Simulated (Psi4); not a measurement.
Psi4 input (wB97X-D/6-31G*):

```
memory 1500 MB

molecule {
1 1
C    -0.00000000   -0.00000000   -0.51434300
O     0.00000000    0.00000000    0.58709700
H    -0.00000000   -0.00000000   -1.61072400
symmetry c1
no_reorient
no_com
}

set {
  basis 6-31G*
  reference rks
  scf_type pk
  dft_radial_points 99
  dft_spherical_points 590
  e_convergence 1e-8
  d_convergence 1e-7
  maxiter 150
}

e = energy('wb97x-d')
print_out(f'\nFINAL {e:.10f} DIPOLE {variable("CURRENT DIPOLE")[0]:.6f} {variable("CURRENT DIPOLE")[1]:.6f} {variable("CURRENT DIPOLE")[2]:.6f}\n')
```

From the output:

```
      11A      0.060131    12A      0.280495    13A      0.280495
      14A      0.427741    15A      0.570476    16A      0.594257
      17A      0.715898    18A      0.715898    19A      0.812801
      20A      1.187743    21A      1.187743    22A      1.266838
      23A      1.266838    24A      1.373561    25A      1.698146
      26A      1.698146    27A      2.346414    28A      2.346414
      29A      2.493564    30A      2.800810    31A      3.723989
      32A      3.939267

    Final Occupation by Irrep:
              A
    DOCC [     7 ]
    NA   [     7 ]
    NB   [     7 ]

  @RKS Final Energy:  -113.50756180125818

   => Energetics <=

    Nuclear Repulsion Energy =             27.8833174007913058
    One-Electron Energy =                -203.9389197899446060
    Two-Electron Energy =                  72.3033819595592604
    DFT Exchange-Correlation Energy =      -9.7552637089474832
    Empirical Dispersion Energy =          -0.0000776627166469
    VV10 Nonlocal Energy =                  0.0000000000000000
    Total Energy =                       -113.5075618012581771

Computation Completed

Properties will be evaluated at   0.000000,   0.000000,   0.000000 [a0]

Properties computed using the SCF density matrix

 Multipole Moments:

 ------------------------------------------------------------------------------------
     Multipole            Electronic (a.u.)      Nuclear  (a.u.)        Total (a.u.)
 ------------------------------------------------------------------------------------

 L = 1.  Multiply by 2.5417464519 to convert [e a0] to [Debye]
 Dipole X            :         -0.0000000            0.0000000           -0.0000000
 Dipole Y            :         -0.0000000            0.0000000           -0.0000000
 Dipole Z            :         -1.4907450           -0.0000113           -1.4907564
 Magnitude           :                                                    1.4907564

 ------------------------------------------------------------------------------------

FINAL -113.5075618013 DIPOLE -0.000000 -0.000000 -1.490756

*** Psi4 exiting successfully. Buy a developer a beer!
```

The dipole moment of an ion depends on the origin.

The geometry given is a B3LYP-D3(BJ)/def2-TZVP minimum.
